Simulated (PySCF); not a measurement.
Telling isomers of C7H12 apart by NMR

Calculated, not measured (PySCF 2.14): shielding tensors at PBE0/pcSseg-1 (GIAO), geometry: PBE0-D3(BJ)/def2-SVP, couplings computed with B3LYP/pcJ-1 (spin–dipole term left out of most H,H and C,H couplings). One computed conformer, fast rotation and ring inversion assumed for equivalent nuclei, gas phase, no relativistic terms.

δ = σ(ref) − σ, references computed at the same level: ¹H (σref 31.27), ¹³C (σref 184.41) vs TMS. Multiplet labels drop J under 1 Hz and among equivalent protons, and merge close values. Unscaled 3J(H,H) run several per cent high. Shifts are as computed. Against solution values, carbons near 30 ppm lie about +2 ppm off and those near 130 ppm about +5 ppm. Of 1211 compounds with measured shifts, 218 miss one by over three times the rms of a fit or turn the order of signals round; such compounds aren't used in these exercises.

(1) Tabulate the signals of `C1CCC2(C1)CC2`, `C=C1CCCCC1` and their relative energies.

(2) What is the quickest way to tell C1CCC2(C1)CC2 from C=C1CCCCC1?

Results:

(1) 
```json
{"SMILES": "C1CCC2(C1)CC2", "carbon types": "1×C 6×CH2", "δC": "40.1, 31.2, 19.6, 18.7", "δH": "1.61 (m, 4H), 1.48 (m, 4H), 0.48 (s, 4H)", "E rel. (kcal/mol)": "9.8"}
{"SMILES": "C=C1CCCCC1", "carbon types": "1×C 6×CH2", "δC": "158.1, 114.6, 38.3, 30.9, 28.7", "δH": "4.95 (quint, 2H), 2.04 (m, 4H), 1.44 (m, 4H), 1.42 (m, 2H)", "E rel. (kcal/mol)": "0.0"}
```

Energies are electronic energies at PBE0/pcSseg-1 on these geometries, without zero-point or thermal terms, each for the one conformer computed, which needn't be the lowest.

(2) Count the carbon signals: 4 against 5. The first has a three-membered-ring carbon (C) at 19.6 ppm, the second a fully substituted alkene carbon (C) at 158.1 ppm. Their most deshielded carbons lie at 40.1 and 158.1 ppm. In the proton spectra the most deshielded non-exchanging signals are 1.61 (m, 4H) and 4.95 (quint, J = 1.3 Hz, 2H).
